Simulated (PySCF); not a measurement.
## IBr: everyday levels beside a composite calculation

PySCF; the state is a singlet (closed shell). The composite is CCSD(T) extrapolated to the basis-set limit from two correlation-consistent sets, with core-valence (CV) and scalar-relativistic (SR) terms as its label shows; it has no spin–orbit coupling and nothing beyond (T). Here it is CCSD(T)/CBS(TQ). It gives Re = 2.478 Å, ωe = 276 cm⁻¹ and De = 2.17 eV to I + Br.

```tsv
level	basis	relativity	Re (Å)	ωe (cm⁻¹)	De (eV)
RHF-MP2	def2-SVP	scalar-relativistic core potentials	2.506	271	1.73
RHF-CCSD	def2-SVP	scalar-relativistic core potentials	2.525	260	1.55
RHF-CCSD(T)	def2-SVP	scalar-relativistic core potentials	2.534	252	1.65
PBE	def2-SVP	scalar-relativistic core potentials	2.520	256	2.29
PBE	x2c-TZVPPall	spin-free X2C	2.495	262	2.39
r²SCAN	def2-SVP	scalar-relativistic core potentials	2.505	264	2.11
PBE0	def2-SVP	scalar-relativistic core potentials	2.491	273	2.05
PBE0	cc-pVTZ-PP	scalar-relativistic core potentials	2.469	281	2.16
MN15	x2c-TZVPPall	spin-free X2C	2.463	275	1.95
B2PLYP	x2c-TZVPPall	spin-free X2C	2.484	270	2.03
```

**Question.** Give the difference of each row from the composite.

**Answer.** 

| level | basis | ΔRe (pm) | Δωe (%) | ΔDe (eV) |
| --- | --- | --- | --- | --- |
| RHF-MP2 | def2-SVP | +2.8 | -1.8 | -0.44 |
| RHF-CCSD | def2-SVP | +4.7 | -5.8 | -0.62 |
| RHF-CCSD(T) | def2-SVP | +5.6 | -8.7 | -0.52 |
| PBE | def2-SVP | +4.2 | -7.2 | +0.12 |
| PBE | x2c-TZVPPall | +1.7 | -5.1 | +0.22 |
| r²SCAN | def2-SVP | +2.7 | -4.3 | -0.06 |
| PBE0 | def2-SVP | +1.3 | -1.1 | -0.12 |
| PBE0 | cc-pVTZ-PP | -0.9 | +1.8 | -0.01 |
| MN15 | x2c-TZVPPall | -1.5 | -0.4 | -0.22 |
| B2PLYP | x2c-TZVPPall | +0.6 | -2.2 | -0.14 |

**Question.** Which rows come closest in De?

**Answer.** PBE0 in cc-pVTZ-PP (-0.01 eV), counted from the composite.

Correlated steps freeze the inner cores (13 to 27 orbitals); shallow outer-core shells are correlated. Correlated levels converge slowly with the basis: in double zeta they bind strong bonds too weakly, by up to about 1 eV, and carry superposition errors of some tenths. Spin–orbit coupling is left out, which matters for elements this heavy, above all for dissociation energies. Where the molecule has an RHF reference, its open-shell atoms are computed with UHF. B2PLYP dipoles, levels and charges come from its SCF part alone.
